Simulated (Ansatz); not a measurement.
Two members of one family (Oligo(thienothiophene), dithiol), computed with Ansatz in the gas phase. Binding counts from free atoms in the multiplicity of their measured ground term, without zero-point energy. Sets without diffuse functions give affinities that are too small. A dash marks a value that wasn't run or was left out as unsound. The structures are stationary points that may keep the symmetry of their start.

First: Sc1cc2sc(-c3cc4sc(-c5cc6sc(-c7cc8sc(S)cc8s7)cc6s5)cc4s3)cc2s1 (singlet, charge 0, PBE-D4/def2-SVP geometry).

```xyz
44

S     7.298   -8.592    6.830
C     6.256   -7.504    5.917
C     5.604   -6.383    6.413
C     4.951   -5.665    5.376
S     3.968   -4.230    5.306
C     3.727   -4.427    3.565
C     2.931   -3.475    2.827
C     2.911   -3.269    1.445
C     1.993   -2.257    1.082
S     1.500   -1.525   -0.419
C     0.380   -0.443    0.424
C    -0.406    0.495   -0.333
C    -0.427    0.691   -1.716
C    -1.333    1.710   -2.088
S    -1.825    2.430   -3.595
C    -2.947    3.514   -2.761
C    -3.735    4.449   -3.526
C    -3.835    4.564   -4.914
C    -4.722    5.602   -5.291
S    -5.287    6.256   -6.803
C    -6.252    7.473   -5.961
S    -7.303    8.572   -6.849
C    -6.164    7.356   -4.579
C    -5.300    6.293   -4.205
S    -4.734    5.644   -2.691
C    -2.927    3.321   -1.378
C    -2.016    2.305   -1.004
S    -1.523    1.586    0.503
C     0.401   -0.650    1.806
C     1.309   -1.672    2.170
S     1.798   -2.409    3.669
C     4.393   -5.548    3.069
C     5.092   -6.236    4.093
S     6.082   -7.667    4.166
H     6.525   -9.716    6.722
H     5.605   -6.120    7.479
H     3.559   -3.817    0.749
H     0.194    0.110   -2.411
H    -3.296    3.908   -5.609
H    -6.324    9.336   -7.421
H    -6.698    8.026   -3.893
H    -3.557    3.894   -0.685
H    -0.221   -0.076    2.506
H     4.350   -5.853    2.016
```

| level | HOMO (eV) | LUMO (eV) | gap (eV) | vertical IE (eV) | vertical EA (eV) | vertical triplet (eV) | binding per atom (eV) |
| --- | --- | --- | --- | --- | --- | --- | --- |
| PBE-D4/def2-SVP | -4.57 | -2.96 | 1.61 | 5.92 | 1.71 | 1.49 | 5.48 |
| r2SCAN-D4/def2-SVP | -4.77 | -3.05 | 1.73 | – | – | – | 5.24 |
| PBE0-D4/def2-SVP | -5.35 | -2.52 | 2.83 | 6.28 | 1.67 | 1.73 | 5.31 |

Second: C36H14S14 (singlet, charge 0, PBE-D4/def2-SVP geometry).

Cartesian coordinates in Å:
```
S -7.477 14.946 9.561
C -6.801 13.523 8.774
C -7.267 12.930 7.607
C -6.415 11.875 7.188
S -6.427 10.739 5.868
C -4.954 9.961 6.467
C -4.394 8.845 5.747
C -4.933 8.158 4.658
C -4.081 7.115 4.224
S -4.144 5.919 2.960
C -2.586 5.245 3.459
C -2.020 4.128 2.746
C -0.701 3.666 2.778
C -0.522 2.540 1.940
S 0.828 1.526 1.512
C -0.189 0.550 0.439
C 0.371 -0.556 -0.294
C -0.187 -1.223 -1.388
C 0.647 -2.271 -1.841
S 0.555 -3.448 -3.121
C 2.128 -4.126 -2.670
C 2.662 -5.236 -3.413
C 2.103 -5.892 -4.513
C 2.928 -6.946 -4.970
S 2.828 -8.120 -6.251
C 4.381 -8.828 -5.784
C 4.905 -9.949 -6.523
C 4.307 -10.653 -7.570
C 5.132 -11.707 -8.033
S 4.999 -12.932 -9.264
C 6.615 -13.540 -8.888
S 7.255 -14.971 -9.689
C 7.211 -12.849 -7.840
C 6.367 -11.815 -7.356
S 6.503 -10.594 -6.123
C 4.943 -8.169 -4.687
C 4.122 -7.111 -4.234
S 4.220 -5.938 -2.951
C 2.686 -3.459 -1.576
C 1.847 -2.418 -1.113
S 1.933 -1.246 0.171
C -1.509 1.010 0.413
C -1.688 2.132 1.254
S -3.036 3.148 1.678
C -2.046 5.933 4.549
C -2.890 6.987 4.970
S -2.821 8.190 6.228
C -4.482 10.568 7.633
C -5.306 11.651 8.031
S -5.296 12.793 9.346
H -7.843 14.346 10.734
H -8.188 13.255 7.108
H -5.906 8.409 4.215
H 0.089 4.151 3.365
H -1.143 -0.933 -1.842
H 1.138 -5.607 -4.953
H 3.311 -10.410 -7.961
H 7.436 -14.420 -10.928
H 8.214 -13.091 -7.467
H 5.903 -8.463 -4.243
H 3.659 -3.729 -1.143
H -2.298 0.527 -0.175
H -1.095 5.656 5.020
H -3.584 10.227 8.163
```

Q: Estimate how these quantities change from the first to the second (second minus first).

A: 
| level | Δ HOMO (eV) | Δ LUMO (eV) | Δ gap (eV) | Δ vertical IE (eV) | Δ vertical EA (eV) | Δ vertical triplet (eV) | Δ binding per atom (eV) |
| --- | --- | --- | --- | --- | --- | --- | --- |
| PBE-D4/def2-SVP | 0.11 | -0.10 | -0.21 | -0.37 | 0.36 | -0.17 | 0.09 |
| r2SCAN-D4/def2-SVP | 0.12 | -0.11 | -0.23 | – | – | – | 0.09 |
| PBE0-D4/def2-SVP | 0.14 | -0.13 | -0.27 | -0.31 | 0.30 | -0.08 | 0.09 |
